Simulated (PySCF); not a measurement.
Geometries of 2 isomers of C3H10BN, from PBE0-D3(BJ)/def2-SVP geometry optimisation, gas phase in PySCF. One conformer each, no zero-point energy, no frequencies.

Question: Which is lower in electronic energy at this level?
A.
```xyz
15
angstrom
B     -2.613   -0.095   -0.409
N     -1.425   -0.319    0.271
C     -0.178    0.395    0.119
C      0.951   -0.472   -0.423
C      2.257    0.291   -0.579
H     -3.566   -0.803   -0.176
H     -2.665    0.805   -1.218
H     -1.378   -1.082    0.940
H      0.131    0.831    1.088
H     -0.358    1.243   -0.560
H      1.101   -1.334    0.252
H      0.634   -0.894   -1.391
H      2.595    0.711    0.383
H      3.060   -0.358   -0.957
H      2.148    1.130   -1.284
```
B.
```xyz
15
angstrom
C      1.989    0.421    0.042
N      0.828   -0.408    0.229
B     -0.524   -0.085    0.040
C     -0.944    1.369   -0.443
C     -1.621   -1.192    0.320
H      2.566    0.549    0.975
H      1.687    1.421   -0.297
H      2.677    0.010   -0.717
H      1.046   -1.349    0.539
H     -0.616    2.142    0.273
H     -2.032    1.474   -0.563
H     -0.480    1.626   -1.411
H     -2.231   -1.361   -0.584
H     -2.326   -0.841    1.092
H     -1.220   -2.166    0.645
```

Answer: B. That is `CNB(C)C`, 17.9 kcal/mol below the other.

| SMILES | atoms numbered as above | E (Eh) | relative (kcal/mol) | relative (kJ/mol) | dipole (D) |
| --- | --- | --- | --- | --- | --- |
| CNB(C)C | [CH3:1][NH:2][B:3]([CH3:4])[CH3:5] | -199.61381 | 0.0 | 0.0 | 1.44 |
| BNCCC | [BH2:1][NH:2][CH2:3][CH2:4][CH3:5] | -199.58534 | 17.9 | 74.8 | 2.28 |
